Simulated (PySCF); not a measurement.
Si(H)2(Et)(NH2) (C₂H₉NSi), SMILES CC[SiH2]N.

Geometry: r2SCAN-D4/def2-SVP. One conformer was computed; it need not be the lowest.

Level of theory: PBE0/def2-TZVP (PySCF).

The molecule is in vacuum.

```
Quantity                                                                                                       Result
---------------------------------------------------------------------------------------------  ----------------------
total energy                                                                                       -425.67595 hartree
highest occupied level                                                                                       -7.24 eV
lowest empty level                                                                                            0.58 eV
orbital gap                                                                                                   7.82 eV
dipole moment                                                                                                  0.90 D
quadrupole, principal values (traceless, Buckingham form, about the centre of nuclear charge)  -5.23, -0.72, 5.95 D·Å
mean static polarisability                                                                       59.2 bohr³ (8.78 Å³)
polarisability, principal values                                                               54.0, 58.1, 65.6 bohr³
```
